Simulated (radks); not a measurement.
Values are calculated unless marked as measured or tabulated.
Question: Radial electron density D(r) = 4 pi r^2 rho(r) of an atom or ion with 68 electrons. Level of theory: scalar-relativistic Kohn-Sham, BLYP, spin-unpolarised, spherical densities, finite nucleus; Fermi nuclear charge, rms radius of each element as measured or else 0.836 A^(1/3) + 0.57 fm (a radial shooting solver on a logarithmic mesh with Libxc functionals).

```
   r/bohr * D(r) (the largest magnitude, 122, reaches the edge; | marks zero)
 0.002685 |          *
  0.00315 |            *
 0.003697 |               *
 0.004339 |                  *
 0.005091 |                      *
 0.005975 |                          *
 0.007011 |                              *
 0.008228 |                                  *
 0.009733 |                                     *
  0.01142 |                                       *
   0.0134 |                                        *
  0.01573 |                                        *
  0.01846 |                                       *
  0.02166 |                                     *
  0.02542 |                                    *
  0.02983 |                                    *
  0.03501 |                                       *
  0.04108 |                                            *
  0.04821 |                                                 *
  0.05703 |                                                      *
  0.06692 |                                                      *
  0.07853 |                                                  *
  0.09216 |                                             *
   0.1082 |                                         *
   0.1269 |                                          *
   0.1489 |                                              *
   0.1748 |                                                 *
   0.2051 |                                             *
   0.2407 |                                    *
   0.2847 |                         *
   0.3341 |                      *
   0.3921 |                        *
   0.4601 |                          *
     0.54 |                         *
   0.6337 |                   *
   0.7436 |             *
   0.8727 |         *
    1.024 |      *
    1.202 |     *
     1.41 |   *
    1.668 |  *
    1.958 | *
    2.297 |*
    2.696 |*
    3.164 *
    3.713 *
    4.357 *
    5.113 *
        6 *
    7.041 *
    8.329 *
    9.775 *
    11.47 *
    13.46 *
     15.8 *
```

What is the nuclear charge?

Answer: Z = 68. The innermost maximum, from 1s, lies near gamma/Z bohr with gamma = sqrt(1 - (Z/c)^2) = 0.868, here 0.0128 bohr (found: 0.0140), and its height grows with Z. The density is that of neutral erbium in [Kr] 4d10 4f12 5s2 5p5.5 6s2 6p0.5; the configuration itself is not fixed sharply by these data, and Z only to a few units. D(r) has 4 maxima, at r = 0.0140, 0.0628, 0.175, 0.475 bohr, and minima at 0.0269, 0.114, 0.337 bohr, inside which lie 1.93, 11.13, 29.55 electrons.
